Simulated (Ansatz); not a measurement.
Relaxation of AlBrClF₂H (6 atoms, charge 0, multiplicity 1), to a largest force component of 0.03 eV/Å in at most 50 steps.

These are results of Ansatz, RHF/def2-SVP, not measurements.

```xyz
6
Properties=species:S:1:pos:R:3
Al -0.003 0.255 -0.018
Cl -0.005 0.440 2.152
F 1.406 0.327 -0.827
F -1.417 0.233 -0.822
Br 0.092 -3.151 1.157
H 0.105 -2.132 2.245
```

**Question.** Where does it end, and by what steps?

**Answer.** The run converged. After 13 steps the energy has fallen by 0.357 eV; Br5 moved furthest, 0.62 Å. Joined: Al1–Br5 (3.60 → 2.79 Å).

```json
{"step": "0", "energy less start (eV)": "0.0000", "largest force component (eV/Å)": "1.571", "accepted": "yes"}
{"step": "1", "energy less start (eV)": "-0.1525", "largest force component (eV/Å)": "0.594", "accepted": "yes"}
{"step": "2", "energy less start (eV)": "-0.1155", "largest force component (eV/Å)": "1.162", "accepted": "no"}
{"step": "3", "energy less start (eV)": "-0.2091", "largest force component (eV/Å)": "0.293", "accepted": "yes"}
{"step": "4", "energy less start (eV)": "-0.2382", "largest force component (eV/Å)": "0.463", "accepted": "yes"}
{"step": "5", "energy less start (eV)": "-0.2704", "largest force component (eV/Å)": "0.643", "accepted": "yes"}
{"step": "6", "energy less start (eV)": "-0.3087", "largest force component (eV/Å)": "0.834", "accepted": "yes"}
{"step": "7", "energy less start (eV)": "-0.3229", "largest force component (eV/Å)": "0.825", "accepted": "yes"}
{"step": "8", "energy less start (eV)": "-0.3479", "largest force component (eV/Å)": "0.196", "accepted": "yes"}
{"step": "9", "energy less start (eV)": "-0.3307", "largest force component (eV/Å)": "0.402", "accepted": "no"}
{"step": "10", "energy less start (eV)": "-0.3519", "largest force component (eV/Å)": "0.140", "accepted": "yes"}
{"step": "11", "energy less start (eV)": "-0.3564", "largest force component (eV/Å)": "0.064", "accepted": "yes"}
{"step": "12", "energy less start (eV)": "-0.3564", "largest force component (eV/Å)": "0.086", "accepted": "yes"}
{"step": "13", "energy less start (eV)": "-0.3572", "largest force component (eV/Å)": "0.017", "accepted": "yes"}
```

```xyz
6
Properties=species:S:1:pos:R:3
Al 0.002 0.075 0.147
Cl -0.017 0.831 2.099
F 1.406 0.093 -0.701
F -1.405 0.004 -0.696
Br 0.084 -2.627 0.821
H 0.107 -2.405 2.217
```

Whether the end is a true minimum wasn't checked by a vibrational analysis.

The run took 23 s on 2 threads of Arm Neoverse V1 (shared host), peak memory 0.21 GiB.
